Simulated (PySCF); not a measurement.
C6H4N2.
Geometry (GFN2-xTB, Å), atoms numbered from 1 in this order:
```xyz
12
C6H4N2 angstrom
N      3.3871    0.3783    0.0606
C      2.2490    0.2511    0.0399
C      0.8409    0.0941    0.0136
C      0.0027    1.2096    0.0321
C     -1.3651    0.9899    0.0054
N     -1.9098   -0.2137   -0.0387
C     -1.1115   -1.2670   -0.0569
C      0.2711   -1.1789   -0.0311
H      0.4121    2.2073    0.0665
H     -2.0613    1.8179    0.0201
H     -1.6064   -2.2284   -0.0933
H      0.8923   -2.0610   -0.0442
```

Theory: TDDFT CAM-B3LYP/def2-SVPD, vertical, gas phase, core orbitals frozen in the response in PySCF 2.14.0, density-fitted response routines.

Kohn–Sham orbitals with the atoms that hold most of them (Löwdin shares over 4%, at most four atoms; ? is withheld):

```
orbital  ε (eV)                           atoms
 HOMO-3  -11.56           N1 45%, C2 34%, C3 7%
 HOMO-2  -10.01  N1 19%, C3 19%, N6 17%, C2 13%
 HOMO-1   -9.70                               ?
   HOMO   -9.55   N6 61%, C7 11%, C5 11%, C4 5%
   LUMO   -1.17                               ?
 LUMO+1   -0.13  C5 18%, C7 18%, C8 18%, C4 18%
 LUMO+2    1.06  C2 19%, C4 12%, C8 12%, C5 11%
```

**Question.** Which atoms hold the LUMO, and with what shares?

**Answer.** C3 (bonded to 3 C) 19%; N6 (bonded to 2 C) 18%; N1 (bonded to C) 12%; C4 (bonded to 2 C and H) 11%. By element: nitrogen 30%, carbon 30% or more.

**Question.** Give the leading atoms of the HOMO-1.

**Answer.** C8 (bonded to 2 C and H) 21%; C4 (bonded to 2 C and H) 21%; C5 (bonded to C, N and H) 20%; C7 (bonded to C, N and H) 20%.

**Question.** The HOMO–LUMO gap is 8.38 eV. Where does the response calculation put the lowest singlet, and from which orbitals?

**Answer.** S1 is at 4.61 eV (f = 0.0029), 3.78 eV below the gap, made of HOMO→LUMO (96%). Without the coupling terms of the response equations the lowest excitation would equal the gap.

**Question.** One configuration dominates each of S1, S2, S3, S4, S6 and S7. Which, and how do the shares of the two leading atoms of either orbital change from the occupied to the empty one?

**Answer.** 
- S1 (4.61 eV, f 0.0029), HOMO→LUMO (96%): N6 61% → 18%, C7 11% → at most 11%, C3 at most 5% → 19%
- S2 (5.30 eV, f 0.058), HOMO-1→LUMO (81%): C8 21% → at most 11%, C4 21% → 11%, C3 at most 20% → 19%, N6 at most 20% → 18%
- S3 (5.35 eV, f 0.0000), HOMO→LUMO+1 (99%): N6 61% → at most 18%, C7 11% → 18%, C5 11% → 18%
- S4 (6.01 eV, f 0.144), HOMO-2→LUMO (80%): N1 19% → 12%, C3 19% → 19%, N6 17% → 18%
- S6 (6.96 eV, f 0.533), HOMO-1→LUMO+1 (78%): C8 21% → 18%, C4 21% → 18%, C5 20% → 18%, C7 20% → 18%
- S7 (7.16 eV, f 0.303), HOMO-2→LUMO+1 (80%): N1 19% → at most 18%, C3 19% → at most 18%, C5 at most 13% → 18%, C7 at most 13% → 18%

Löwdin shares depend on the basis, the more so with diffuse functions.
